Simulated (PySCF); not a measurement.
Compound: C5H10N2.
Atom-mapped SMILES: `[CH2:1]=[N:2]/[N:3]=[C:4](\[CH3:5])[CH2:6][CH3:7]` (hydrogens: H8, H9 on C1; H10, H11, H12 on C5; H13, H14 on C6; H15, H16, H17 on C7)

The same species was optimised twice, with GFN2-xTB and with PBE0-D3(BJ)/def2-SVP (PySCF), and the same property calculations (PySCF, gas phase) were run on both structures.

```tsv
coordinate	GFN2-xTB	PBE0-D3(BJ)/def2-SVP	change
N2–N3 (Å)	1.287	1.344	+0.057
N3=C4 (Å)	1.265	1.280	+0.015
C1=N2 (Å)	1.262	1.270	+0.008
C4–C5 (Å)	1.503	1.499	-0.004
C6–C7 (Å)	1.530	1.526	-0.004
C4–C6 (Å)	1.502	1.501	-0.001
N2–N3–C4 (°)	131.4	118.6	-12.8
C1–N2–N3 (°)	128.5	118.8	-9.7
C5–C4–C6 (°)	118.1	119.4	+1.3
N3–C4–C5 (°)	124.2	122.9	-1.3
C4–C6–C7 (°)	111.8	113.0	+1.2
N3–C4–C6 (°)	117.7	117.7	0.0
C1–N2–N3–C4 (°)	-99	-116	-17
N3–C4–C6–C7 (°)	108	109	+1
```

Rotational constants: A = 6086, B = 1437, C = 1283 MHz (GFN2-xTB) against A = 6268, B = 1447, C = 1299 MHz (PBE0-D3(BJ)/def2-SVP). Point groups within 0.08 Å: C1 and C1.

On the GFN2-xTB structure: lowest singlet, TDDFT (eV) 4.65 [B3LYP/def2-SVPD]; isotropic polarisability (au) 84.4 [B3LYP/def2-SVPD]; HOMO (eV) -6.49 [B3LYP/def2-SVPD]; LUMO (eV) -0.50 [B3LYP/def2-SVPD]; dipole (D) 1.99 [B3LYP/def2-SVPD]; HOMO (eV) -6.67 [PBE0/pcSseg-1]; LUMO (eV) -0.09 [PBE0/pcSseg-1]; dipole (D) 2.02 [PBE0/pcSseg-1]; GIAO shielding of C1 (ppm) 69.3 [PBE0/pcSseg-1]; GIAO shielding of N2 (ppm) -144.4 [PBE0/pcSseg-1]; GIAO shielding of N3 (ppm) -116.5 [PBE0/pcSseg-1]; GIAO shielding of C4 (ppm) 50.4 [PBE0/pcSseg-1]; GIAO shielding of C5 (ppm) 174.4 [PBE0/pcSseg-1]; GIAO shielding of C6 (ppm) 149.3 [PBE0/pcSseg-1]; GIAO shielding of C7 (ppm) 172.3 [PBE0/pcSseg-1].

**Question.** What do these properties become on the PBE0-D3(BJ)/def2-SVP structure?

**Answer.** 
```
                                    property            level  on GFN2-xTB  on PBE0-D3(BJ)/def2-SVP  change
                  lowest singlet, TDDFT (eV)  B3LYP/def2-SVPD         4.65                     4.45   -0.20
               isotropic polarisability (au)  B3LYP/def2-SVPD         84.4                     83.0    -1.4
                                   HOMO (eV)  B3LYP/def2-SVPD        -6.49                    -6.59   -0.10
                                   LUMO (eV)  B3LYP/def2-SVPD        -0.50                    -0.94   -0.44
                                  dipole (D)  B3LYP/def2-SVPD         1.99                     1.99    0.00
energy, GFN2-xTB geometry as zero (kcal/mol)  B3LYP/def2-SVPD          0.0                     -5.4    -5.4
                                   HOMO (eV)    PBE0/pcSseg-1        -6.67                    -6.75   -0.08
                                   LUMO (eV)    PBE0/pcSseg-1        -0.09                    -0.59   -0.50
                                  dipole (D)    PBE0/pcSseg-1         2.02                     2.04   +0.02
energy, GFN2-xTB geometry as zero (kcal/mol)    PBE0/pcSseg-1          0.0                     -5.4    -5.4
                  GIAO shielding of C1 (ppm)    PBE0/pcSseg-1         69.3                     46.0   -23.3
                  GIAO shielding of N2 (ppm)    PBE0/pcSseg-1       -144.4                   -169.2   -24.8
                  GIAO shielding of N3 (ppm)    PBE0/pcSseg-1       -116.5                   -137.7   -21.2
                  GIAO shielding of C4 (ppm)    PBE0/pcSseg-1         50.4                     24.0   -26.4
                  GIAO shielding of C5 (ppm)    PBE0/pcSseg-1        174.4                    168.4    -6.0
                  GIAO shielding of C6 (ppm)    PBE0/pcSseg-1        149.3                    149.2    -0.1
                  GIAO shielding of C7 (ppm)    PBE0/pcSseg-1        172.3                    171.1    -1.2
```

The heavy atoms differ by 0.110 Å rms after alignment. Among the bonds compared N2–N3 changes most (+0.057 Å). Changes are differences of the printed values. Neither structure is proved a minimum here.

Conformer computed: `[CH2:1]=[N:2]/[N:3]=[C:4](\[CH3:5])[CH2:6][CH3:7]`: C1–N2–N3–C4 -116°, N3–C4–C6–C7 109°.
